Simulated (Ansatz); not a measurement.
`OC(=S)[SeH]` + `O[SiH]([SiH3])N[SiH3]` → `O[SiH]([SiH3])[SeH]` + `OC(=S)N[SiH3]`  (redistribution)

Program: Ansatz. Geometries: PBE0-D4/def2-TZVP. ΔE: electronic, gas phase. CBS: MP2 limit from def2 TZ/QZ plus the TZ coupled-cluster correction, frozen cores. DFT in def2-TZVPP. For Se outer-core shells are correlated without core-valence functions, which leaves a few kJ/mol of doubt a bond. Scalar relativity is left out up to krypton. One conformer a species, not always the lowest.

Task: Is it downhill or uphill in electronic energy at CCSD(T)/CBS, and by how much? (An estimate is asked.)

Result: Ansatz gave: Downhill: ΔE = -56.6 kJ/mol.

Task: What do these levels give: r2SCAN-D4, MP2/def2-TZVPP, CCSD/def2-TZVPP, HF/def2-QZVPP, MP2/def2-QZVPP, SCS-MP2/def2-QZVPP? (An estimate is asked.)

Result: Computed: r2SCAN-D4 -61.2, MP2/def2-TZVPP -50.9, CCSD/def2-TZVPP -55.8, HF/def2-QZVPP -72.5, MP2/def2-QZVPP -52.6, SCS-MP2/def2-QZVPP -50.8 kJ/mol.

Largest T1 diagnostic among the species: 0.015.

From PBE to PBE0 (25 % exact exchange), in def2-TZVPP and without D4, ΔE moves by −6.8 kJ/mol. In def2-TZVPP, CCSD(T) changes the Hartree–Fock value by +21.4 kJ/mol (the triples alone add +3.2 kJ/mol) and MP2 by +23.1 kJ/mol.
